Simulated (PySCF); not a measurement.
A PySCF script (with the pyscf-properties extension) for the NMR shieldings of `C=CC[C@@H]1CCO[Si@H]1Cl`, C6H11ClOSi, on a PBE0-D3(BJ)/def2-SVP geometry:

```python
import basis_set_exchange as bse
import numpy as np
from pyscf import gto, dft
from pyscf.prop import nmr

atoms = """
C     3.367504    0.222773    0.078277
C     2.122716    0.676727    0.223244
C     0.993444    0.422622   -0.725656
C    -0.192476   -0.276902   -0.063130
C    -1.367272   -0.591699   -1.003043
C    -2.601116   -0.858853   -0.141613
O    -2.643498    0.109535    0.895840
Si   -1.115535    0.640108    1.304105
Cl   -0.549625    0.012558    3.191289
H     4.144435    0.441467    0.815243
H     3.655048   -0.386031   -0.785768
H     1.882504    1.275883    1.112912
H     0.649175    1.385717   -1.148253
H     1.355415   -0.176128   -1.579182
H     0.161687   -1.217162    0.399234
H    -1.562163    0.284587   -1.646777
H    -1.150515   -1.441946   -1.671120
H    -3.532968   -0.788386   -0.723656
H    -2.557510   -1.873547    0.296684
H    -1.061443    2.123713    1.327270
"""
names = dict.fromkeys(["C", "O", "Si", "Cl", "H"], "pcSseg-1")
basis = {el: gto.basis.parse(bse.get_basis(n, elements=[el], fmt="nwchem")) for el, n in names.items()}
mol = gto.M(atom=atoms, basis=basis, charge=0, verbose=0)
mf = dft.RKS(mol, xc="PBE")
mf.grids.level = 2
mf.grids.alignment = dft.numint.BLKSIZE   # the property module wants whole blocks of grid points
mf.conv_tol = 1e-9
mf.kernel()

calc = nmr.RKS(mf)   # GIAO
sigma = calc.kernel()   # uncoupled for a functional without exact exchange
for i, s in enumerate(sigma):   # ppm
    w = np.linalg.eigvalsh((s + s.T) / 2)
    print("%2d %-2s iso %8.1f  s11 %8.1f  s22 %8.1f  s33 %8.1f" % (i, mol.atom_pure_symbol(i), w.mean(), *w))
```

Task: What does it print?

Result: 
```
 0 C  iso     59.2  s11    -47.7  s22     77.7  s33    147.8
 1 C  iso     33.3  s11    -84.4  s22     40.2  s33    144.1
 2 C  iso    138.9  s11    121.1  s22    135.9  s33    159.8
 3 C  iso    143.0  s11    130.4  s22    147.4  s33    151.2
 4 C  iso    139.9  s11    113.4  s22    148.5  s33    157.9
 5 C  iso    107.9  s11     72.2  s22     98.0  s33    153.6
 6 O  iso    232.1  s11    161.7  s22    236.9  s33    297.8
 7 Si iso    305.5  s11    257.2  s22    305.1  s33    354.3
 8 Cl iso    850.7  s11    705.2  s22    876.2  s33    970.8
 9 H  iso     26.0  s11     22.9  s22     24.9  s33     30.2
10 H  iso     25.8  s11     22.3  s22     25.3  s33     29.8
11 H  iso     25.2  s11     22.2  s22     23.7  s33     29.7
12 H  iso     29.0  s11     25.5  s22     28.2  s33     33.1
13 H  iso     28.9  s11     24.7  s22     28.3  s33     33.7
14 H  iso     30.1  s11     28.1  s22     29.1  s33     33.1
15 H  iso     29.6  s11     25.2  s22     28.6  s33     35.0
16 H  iso     29.2  s11     25.1  s22     27.2  s33     35.3
17 H  iso     27.0  s11     22.3  s22     25.9  s33     32.8
18 H  iso     27.1  s11     22.6  s22     25.7  s33     33.1
19 H  iso     25.5  s11     22.0  s22     23.8  s33     30.6
```

These numbers come from an equivalent density-fitted implementation of the same equations, which agrees with the script to about 0.01 ppm for H and up to a few tenths of a ppm for heavy atoms, so last digits may differ.

Task: Turn these shieldings into chemical shifts. Shifts are taken against calculated references (same method and geometry level): ¹³C (σref 180.03) and ²⁹Si (σref 334.61) and ¹H (σref 31.20) vs TMS; H2O for ¹⁷O (σref 334.63); ³⁵Cl (σref 933.68) against HCl.

Result: Averaging equivalent atoms: C 1: 146.7; C 0: 120.8; C 5: 72.1; C 2: 41.1; C 4: 40.1; C 3: 37.1; O 6: 102.5; Si 7: 29.1; Cl 8: 83; H 11: 6.00; H 19: 5.72; H 10: 5.36; H 9: 5.23; H 17: 4.21; H 18: 4.09; H 13: 2.30; H 12: 2.23; H 16: 2.00; H 15: 1.58; H 14: 1.10 ppm. Experimental scales use liquid or dissolved standards, which lie at an offset from isolated H2O (liquid H2O: subtract about 36 ppm).

Size and cost of the density-fitted run: 222 basis functions, 39 s wall time on 1 thread of an AMD EPYC 9B45, shared host; peak memory 1.2 GiB.
